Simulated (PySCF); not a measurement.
# Radial density of Te (tellurium, neutral)

UHF, [Kr] 4d10 5s2 5p3 5d1, high-spin 5D determinant (an excited configuration). Computed with PySCF 2.14 in aug-cc-pwCVTZ-DK3 (10s9p7d4f1g, 109 functions), with scalar relativity by spin-free X2C-1e.

```json
{"r (bohr)": "0.0279", "4πr²ρ (e/bohr)": "62.27", "4πr²(ρα − ρβ)": "0.0210"}
{"r (bohr)": "0.0470", "4πr²ρ (e/bohr)": "61.65", "4πr²(ρα − ρβ)": "0.0514"}
{"r (bohr)": "0.0790", "4πr²ρ (e/bohr)": "86.01", "4πr²(ρα − ρβ)": "0.0403"}
{"r (bohr)": "0.133", "4πr²ρ (e/bohr)": "67.06", "4πr²(ρα − ρβ)": "-0.0073"}
{"r (bohr)": "0.224", "4πr²ρ (e/bohr)": "70.54", "4πr²(ρα − ρβ)": "0.1094"}
{"r (bohr)": "0.376", "4πr²ρ (e/bohr)": "42.33", "4πr²(ρα − ρβ)": "-0.0007"}
{"r (bohr)": "0.632", "4πr²ρ (e/bohr)": "25.24", "4πr²(ρα − ρβ)": "0.2693"}
{"r (bohr)": "1.06", "4πr²ρ (e/bohr)": "15.68", "4πr²(ρα − ρβ)": "-0.0346"}
{"r (bohr)": "1.79", "4πr²ρ (e/bohr)": "3.990", "4πr²(ρα − ρβ)": "1.3650"}
{"r (bohr)": "3.01", "4πr²ρ (e/bohr)": "1.524", "4πr²(ρα − ρβ)": "1.1453"}
{"r (bohr)": "5.06", "4πr²ρ (e/bohr)": "0.3134", "4πr²(ρα − ρβ)": "0.3048"}
{"r (bohr)": "8.52", "4πr²ρ (e/bohr)": "0.01107", "4πr²(ρα − ρβ)": "0.0111"}
```

Densities and radii are taken from the X2C orbitals without a picture-change correction, which distorts them close to the nucleus.

The outer electron is Rydberg-like, and this basis confines it to a smaller radius and binds it less than a complete one would.

Q: Where is the radial spin density 4πr²(ρα − ρβ) most negative, and why is it negative at all?

A: Around r = 1.06 bohr, down to -0.0346 e/bohr: exchange with the open shell polarises the paired shells in an unrestricted calculation.
